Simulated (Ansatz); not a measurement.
Reaction (redistribution): `F[SiH](F)S` + `C=C[SiH2][S][GeH3]` → `C=C[SiH2]S[SiH](F)F` + `[SH][GeH3]`

Gas-phase electronic energies from Ansatz, PBE0-D4/def2-TZVP geometries. CBS: MP2 limit from def2 TZ/QZ plus the TZ coupled-cluster correction, frozen cores. Functionals use def2-TZVPP. B3LYP here is the variant with VWN-RPA as its local correlation; programs differ in this. For Ge outer-core shells are correlated without core-valence functions, which leaves a few kJ/mol of doubt a bond. Scalar relativity is left out up to krypton. One conformer a species, not always the lowest.

Problem. Is it downhill or uphill in electronic energy at CCSD(T)/CBS, and by how much? (An estimate is asked.)

Solution. Computed: Nearly level: ΔE = 0.0 kcal/mol.

Problem. What do these levels give: PBE0-D4, B3LYP-D4, ωB97X-V, B2PLYP, PBE, r2SCAN, B3LYP, MP2/def2-TZVPP, CCSD/def2-TZVPP, HF/def2-QZVPP, MP2/CBS(def2), CCSD/CBS(def2)? (Best estimate.)

Solution. Ansatz gave: PBE0-D4 -0.7, B3LYP-D4 -1.1, ωB97X-V -0.8, B2PLYP -0.7, PBE -0.7, r2SCAN -0.9, B3LYP -1.1, MP2/def2-TZVPP 0.1, CCSD/def2-TZVPP -0.3, HF/def2-QZVPP -1.5, MP2/CBS(def2) 0.2, CCSD/CBS(def2) -0.2 kcal/mol.

Largest T1 diagnostic among the species: 0.012.

In def2-TZVPP, CCSD(T) changes the Hartree–Fock value by +1.3 kcal/mol (the triples alone add +0.2 kcal/mol) and MP2 by +1.5 kcal/mol.
